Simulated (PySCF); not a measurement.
Vertical excitations of a molecule C4H7Cl from PySCF 2.14.0 with TDA-LC-ωPBE/def2-SVPD, as energy in eV (oscillator strength): 7.07 (0.004), 7.34 (0.528), 7.66 (0.006), 7.89 (0.001), 8.34 (0.006), 8.56 (0.020), 8.65 (0.001), 8.87 (0.013), 9.09 (0.021), 9.24 (0.002). Lowest triplet (TDA): 3.95 eV. The structure is a stationary point at PBE-D3(BJ)/def2-SVP. One conformer was computed; it need not be the lowest.

Q: Which structure fits?
A. ClC1CCC1
B. C=CCCCl
C. C/C=C(\C)Cl
D. CC/C=C\Cl

A: D, CC/C=C\Cl
